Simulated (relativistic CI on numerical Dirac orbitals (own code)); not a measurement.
## Crystal-field levels of Hf2+, 5d2

Calculated by Dirac-Coulomb-Breit CI, KLI orbitals optimised for each configuration, a model potential for QED, one configuration in a parametric crystal field, unscaled Slater integrals (own radial code). With so little scaling, terms lie 10 to 35 % too far apart, which can change the order of excited levels.

Field parameters in Wybourne normalisation: D3d B²₀ = −7Dσ, B⁴₀ = −14Dq − 21Dτ, B⁴₃ = −14√(10/7) Dq. The field is a parameter set, without covalency.

S is read from ⟨S²⟩ = S(S + 1).

Levels (cm⁻¹, degeneracy): 0 (2), 577 (2), 1120 (1), 2104 (1), 2740 (2), 3255 (1), 9926 (1), 10356 (2), 10953 (2), 13940 (1), 14568 (1), 14629 (2).

**Question.** Which field gives this pattern?
A. D3d, 10Dq = 29300, Dσ = 1110, Dτ = 60 cm⁻¹
B. D3d, 10Dq = 35200, Dσ = -220, Dτ = 500 cm⁻¹
C. D3d, 10Dq = 12400, Dσ = -750, Dτ = 340 cm⁻¹

**Answer.** C. D3d, 10Dq = 12400, Dσ = -750, Dτ = 340 cm⁻¹, ground level with S = 0.99.
